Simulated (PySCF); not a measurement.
Structure with atom numbers: `[F:1][C:2]([F:3])([F:4])[C:5]([F:6])([F:7])[SiH2:8][S:9][SiH3:10]` (H(Xn): hydrogen on atom n).

PySCF 2.14 calculation with PBE0-D3(BJ)/def2-SVP structure and NMR shieldings at PBE0/pcSseg-1/GIAO; in vacuum, one conformer, relativity neglected, fast rotation and ring inversion assumed for equivalent nuclei.

Shifts are taken against calculated references (same method and geometry level): TMS for 13C and 1H and 29Si; 19F against CFCl3; 33S vs CS2.

```csv
atoms,nucleus,count,δ (ppm)
F6/F7,19F,2,-143.4
C2,13C,1,125.3
Si8,29Si,1,?
H(Si10),1H,3,?
Si10,29Si,1,-42.7
S9,33S,1,-354
F1/F3/F4,19F,3,-95.4
C5,13C,1,121.3
H(Si8),1H,2,?
```

Question: Complete the table.

Answer: 
- H(Si8): 4.96 ppm, hydrogen on a silicon bonded to C, S
- H(Si10): 4.77 ppm, hydrogen on a silicon bonded to S
- Si8: -23.2 ppm, silicon bonded to C, S, 2 H

Shifts are as computed. Against solution values, carbons near 30 ppm lie about +2 ppm off and those near 130 ppm about +5 ppm. Of 1309 compounds with measured shifts, 239 miss one by over three times the rms of a fit or turn the order of signals round; such compounds aren't used in these exercises. Unscaled 19F shifts against computed CFCl3 carry errors that often reach 10 to 50 ppm.
